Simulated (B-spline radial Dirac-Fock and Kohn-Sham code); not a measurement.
Photoabsorption cross section of Ca⁶⁺ by shell

System: the Ca⁶⁺ ion, configuration [Ne] 3s2 3p2.

Level of theory: the independent-particle Dirac-Slater model, thresholds from Dirac-Fock; a radial B-spline solver.

Computed thresholds (eV): K 4167.8, L1 562.3, L2 473.1, L3 469.5, M1 145.6, M2 125.4, M3 124.8.

```csv
photon energy (eV),total (b),K (%),L (%),M (%)
127,602100,–,–,100.0
148,850700,–,–,100.0
198,566500,–,–,100.0
300,276200,–,–,100.0
1220,195500,–,92.6,7.4
1950,56950,–,91.6,8.4
2440,31150,–,91.0,9.0
3550,11160,–,90.2,9.8
4490,54000,89.2,9.7,1.1
10200,5898,90.4,8.4,1.1
17100,1336,90.7,8.2,1.2
23500,521.0,90.8,8.1,1.2
36900,132.9,90.8,8.0,1.2
39700,106.2,90.8,8.0,1.2
55100,38.56,90.8,8.0,1.2
65100,22.93,90.8,7.9,1.2
89300,8.515,90.8,7.9,1.2
139000,2.120,90.8,7.9,1.3
```

Question: With what power of the photon energy does the total fall between 89300 and 139000 eV?

Answer: As E^-3.14. The non-relativistic Born limit for an s electron far above threshold is E^-3.5; near threshold and at relativistic energies the fall is slower.

Run: 2.1 s of CPU time on 1 thread of Neoverse-V1 (shared host), peak memory 0.30 GiB.
